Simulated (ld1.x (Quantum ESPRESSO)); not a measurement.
# Varying the TM potential for I

Base potential:

I (Z = 53), norm-conserving Troullier–Martins (Kleinman–Bylander form), made with ld1.x (Quantum ESPRESSO) 7.5 (LDA (PZ), scalar-relativistic). Core [Kr] 4d10, reference 5s2 5p5. Waves: 5s (bound): rc 1.30 bohr; 5d channel at 0.4 Ry: rc 1.85 bohr; 5p (bound): rc 2.00 bohr. Local part: the p channel. Core correction: Bessel-smoothed model core, default radius (core density twice the valence density).

All-electron outer shells of the reference configuration (LDA (PZ), scalar-relativistic, ld1.x):

| shell | level (eV) | outermost node (bohr) | outermost maximum (bohr) |
| --- | --- | --- | --- |
| 4p | -127.33 | 0.37 | 0.72 |
| 4d | -50.33 | 0.35 | 0.78 |
| 5s | -17.65 | 0.88 | 1.70 |
| 5p | -7.25 | 0.96 | 2.02 |

Cutoffs, loose and tight: the cutoffs (Ry, on a coarse ladder) from which the occupation-weighted sum of valence levels, in a spherical-Bessel basis at the reference potential, stays within 10 and 1 mRy of its value at 400 Ry. They do not see the model core or the augmentation charge, which bear on the density cutoff. Test errors are all-electron minus pseudo excitation energies from the reference, over the configurations 5s2 5p4; 5s2 5p3; 5s2 5p2; 5s2 5p1; 5s2 5p4.5; 5s1 5p6; 5s1 5p5 (two spin-polarised tests are not counted in the largest error). A dash means not determined; rows that change the core or the reference have their own tests.

A true bound ghost makes a file unfit for plane-wave use even where its test errors are small: the radial tests pick states by their node count and pass the ghost by.

```tsv
change	outcome	cutoff, loose	cutoff, tight	bound ghosts	largest test error (meV)
base	generated	110 Ry	230 Ry	d	-92
wave 5p (bound): rc 2.00 bohr becomes 5p (bound): rc 1.30 bohr	generated	200 Ry	300 Ry	d	+516
wave 5p (bound): rc 2.00 bohr becomes 5p (bound): rc 1.66 bohr	generated	110 Ry	230 Ry	d, s	-187
wave 5p (bound): rc 2.00 bohr becomes 5p (bound): rc 1.92 bohr	generated	110 Ry	230 Ry	d	-88
wave 5p (bound): rc 2.00 bohr becomes 5p (bound): rc 2.14 bohr	generated	110 Ry	230 Ry	d	-90
wave 5p (bound): rc 2.00 bohr becomes 5p (bound): rc 2.62 bohr	generated	110 Ry	230 Ry	d	+115
wave 5p (bound): rc 2.00 bohr becomes 5p (bound): rc 3.04 bohr	generated	120 Ry	230 Ry	d, s	-541
```

(1) What comes out with this change to the base: wave 5p (bound): rc 2.00 bohr becomes 5p (bound): rc 1.46 bohr?

(2) What comes out with this change to the base: wave 5p (bound): rc 2.00 bohr becomes 5p (bound): rc 2.38 bohr?

(3) What comes out with this change to the base: wave 5p (bound): rc 2.00 bohr becomes 5p (bound): rc 2.78 bohr?

Answers

(1) outcome: generated; cutoff, loose: 140 Ry; cutoff, tight: 230 Ry; bound ghosts: d; largest test error (meV): -83.

(2) outcome: generated; cutoff, loose: 110 Ry; cutoff, tight: 230 Ry; bound ghosts: d; largest test error (meV): -70.

(3) outcome: generated; cutoff, loose: 120 Ry; cutoff, tight: 230 Ry; bound ghosts: d, s; largest test error (meV): -759.

Reading the sweep of the p radius (base included, trends over the rows without a ghost): Bound ghosts are found at 1.3, 1.46, 1.66, 1.92, 2, 2.14, 2.38, 2.62, 2.78, 3.04 bohr. Every judged row has one, so this setting neither creates nor removes them.
